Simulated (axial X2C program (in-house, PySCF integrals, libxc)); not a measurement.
Outer orbitals of AgC at 2.023 Å, HF

Computed with an in-house relativistic program for diatomic molecules. Spin-free means the one-electron spin-free X2C Hamiltonian; two-component (2c) means X2C with spin–orbit coupling and atomic mean-field two-electron Coulomb and Gaunt terms, so the difference of the two also holds small scalar two-electron terms. Basis: Ag dyall-cv3z [12s12p8d5f3g], C dyall-v3z [7s6p2d1f] (cores contracted in-house); Gaussian nuclei, density fitting, unrestricted open shells. Masses: Ag 106.905 u, C 12.000 u.

The distance is close to the 2c PBE0 minimum; the highest filled and lowest empty levels are listed.

Spin-free orbitals, state M_S = 3/2, Λ = 0 (beyond evenly filled blocks: σα, π+α, π-α) (Löwdin shares):

| symmetry | occupied | ε (eV) | atomic character |
| --- | --- | --- | --- |
| σα | yes | -22.21 | 70% C s, 13% Ag d, 9% Ag p |
| σβ | yes | -16.44 | 71% Ag d, 20% C s, 3% C p |
| π-α | yes | -15.28 | 94% Ag d, 5% C p |
| π+α | yes | -15.28 | 94% Ag d, 5% C p |
| δ-α | yes | -14.83 | 100% Ag d |
| δ+α | yes | -14.83 | 100% Ag d |
| π+β | yes | -14.82 | 98% Ag d |
| π-β | yes | -14.82 | 98% Ag d |
| δ+β | yes | -14.78 | 100% Ag d |
| δ-β | yes | -14.78 | 100% Ag d |
| σα | yes | -14.76 | 80% Ag d, 13% C p, 5% C s |
| σβ | yes | -11.81 | 44% C s, 30% Ag d, 13% Ag s |
| π+α | yes | -9.09 | 84% C p, 7% Ag d, 6% Ag p |
| π-α | yes | -9.09 | 84% C p, 7% Ag d, 6% Ag p |
| σα | yes | -9.05 | 68% C p, 22% Ag s, 7% Ag d |
| σβ | no | -0.30 | 60% Ag s, 35% Ag p, 3% C p |
| σα | no | -0.15 | 56% Ag s, 37% Ag p, 6% C p |
| π-β | no | 1.08 | 96% Ag p, 4% C p |
| π+β | no | 1.08 | 96% Ag p, 4% C p |

Spinors with spin–orbit coupling (state Ω = 3/2):

```csv
ω,occupied,ε (eV),atomic character,λ mixture
1/2,yes,-22.21,"70% C s, 13% Ag d, 9% Ag p",100% σ
-1/2,yes,-16.50,"73% Ag d, 19% C s, 3% C p","95% σ, 5% π"
3/2,yes,-15.37,"96% Ag d, 3% C p","62% π, 38% δ"
-1/2,yes,-15.36,"92% Ag d, 5% C p","95% π, 5% σ"
-3/2,yes,-15.23,100% Ag d,"80% δ, 20% π"
1/2,yes,-15.19,"92% Ag d, 4% C p","65% π, 35% σ"
3/2,yes,-14.85,"97% Ag d, 2% C p","62% δ, 38% π"
5/2,yes,-14.59,100% Ag d,100% δ
-3/2,yes,-14.57,99% Ag d,"80% π, 20% δ"
1/2,yes,-14.54,"86% Ag d, 9% C p, 3% C s","65% σ, 35% π"
-5/2,yes,-14.53,100% Ag d,100% δ
-1/2,yes,-11.81,"44% C s, 30% Ag d, 13% Ag s",100% σ
-1/2,yes,-9.10,"84% C p, 7% Ag d, 6% Ag p",100% π
3/2,yes,-9.08,"84% C p, 8% Ag d, 6% Ag p",100% π
1/2,yes,-9.05,"68% C p, 22% Ag s, 8% Ag d",100% σ
-1/2,no,-0.30,"60% Ag s, 35% Ag p, 3% C p",100% σ
1/2,no,-0.15,"56% Ag s, 37% Ag p, 6% C p",100% σ
1/2,no,1.08,"95% Ag p, 4% C p",100% π
-3/2,no,1.09,"96% Ag p, 4% C p",100% π
```

Mulliken charges and populations of the two-component result (they depend on the basis, above all on diffuse functions):

Ag 0.51 e (s 8.40 p 18.17 d 19.91 f 0.02), C -0.51 e (s 3.76 p 2.73 d 0.01). ⟨Lz⟩ = 0.00 ħ and ⟨Sz⟩ = 1.50 ħ (0.12 and 1.38 on the two atoms), which add up to Ω.

One determinant describes the state; a PBE0 search over occupations chose it and may have missed a lower one. PBE0 can misorder states that lie within some tenths of an eV, so this need not be the ground state of the molecule. The nearest other spin-free determinant of the search, M_S = 1/2, Λ = 1, lies 0.35 eV up at the distance of the search. With several unpaired electrons one determinant need not be a pure state. This is the top spin component of a Σ state; components of lower Ω are not single determinants and can lie lower.
